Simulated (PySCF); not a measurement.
**SMILES c1ccc2cccc-2nc1, C9H7N**

Molfile (atoms numbered from 1):
```
C9H7N
     RDKit          3D

 17 18  0  0  0  0  0  0  0  0999 V2000
    2.4568   -0.3296   -0.1805 C   0  0  0  0  0  0  0  0  0  0  0  0
    2.0225    0.9399    0.1878 C   0  0  0  0  0  0  0  0  0  0  0  0
    0.7044    1.3707    0.3692 C   0  0  0  0  0  0  0  0  0  0  0  0
   -0.4517    0.6211    0.2202 C   0  0  0  0  0  0  0  0  0  0  0  0
   -1.7670    1.0605    0.4040 C   0  0  0  0  0  0  0  0  0  0  0  0
   -2.6352   -0.0170    0.1516 C   0  0  0  0  0  0  0  0  0  0  0  0
   -1.9068   -1.1610   -0.1963 C   0  0  0  0  0  0  0  0  0  0  0  0
   -0.5399   -0.8400   -0.1749 C   0  0  0  0  0  0  0  0  0  0  0  0
    0.4112   -1.7109   -0.4592 N   0  0  0  0  0  0  0  0  0  0  0  0
    1.7157   -1.4891   -0.4619 C   0  0  0  0  0  0  0  0  0  0  0  0
    3.5408   -0.4568   -0.2678 H   0  0  0  0  0  0  0  0  0  0  0  0
    2.8029    1.6879    0.3547 H   0  0  0  0  0  0  0  0  0  0  0  0
    0.5665    2.4173    0.6620 H   0  0  0  0  0  0  0  0  0  0  0  0
   -2.0592    2.0697    0.6940 H   0  0  0  0  0  0  0  0  0  0  0  0
   -3.7236    0.0348    0.2185 H   0  0  0  0  0  0  0  0  0  0  0  0
   -2.2961   -2.1459   -0.4466 H   0  0  0  0  0  0  0  0  0  0  0  0
    2.3149   -2.3686   -0.7317 H   0  0  0  0  0  0  0  0  0  0  0  0
  1  2  2  0
  2  3  1  0
  3  4  2  0
  4  5  1  0
  5  6  2  0
  6  7  1  0
  7  8  2  0
  8  9  1  0
  9 10  2  0
 10  1  1  0
  8  4  1  0
  1 11  1  0
  2 12  1  0
  3 13  1  0
  5 14  1  0
  6 15  1  0
  7 16  1  0
 10 17  1  0
M  END
```

Computed with quadratic response CAM-B3LYP/aug-cc-pVDZ first hyperpolarisability, Taylor convention, gas phase (PySCF 2.14.0). Geometry: PBE0-D3(BJ)/def2-SVP.

Q: What is the first hyperpolarisability, and how does it disperse?

A: In au, Taylor convention; the vector part is βᵢ = ⅓ Σⱼ (βᵢⱼⱼ + βⱼᵢⱼ + βⱼⱼᵢ); β∥ is 3/5 of the vector part along the dipole, the dipole points from − to +:
```tsv
process	λ (nm)	β vector norm	β∥	β HRS	depolarisation ratio
static β(0;0,0)	∞	324.3	-83.4	150.9	3.65
second harmonic β(−2ω;ω,ω)	1907	370.9	-99.0	170.6	3.81
Pockels β(−ω;ω,0)	1907	337.7	-87.5	–	–
Pockels β(−ω;ω,0)	1064	375.4	-100.8	–	–
```

Second harmonics within 0.3 eV of the first excitation or beyond it are left out.

Q: Which lowest excitations, dipole and polarisabilities go with it?

A: S1 2.20 eV (f = 0.008); S2 3.51 eV (f = 0.001); S3 3.63 eV (f = 0.002); dipole 2.36 D; isotropic α 126.8 au static, 127.8 au at 1907 nm, 130.2 au at 1064 nm, 131.1 au at 953.5 nm.
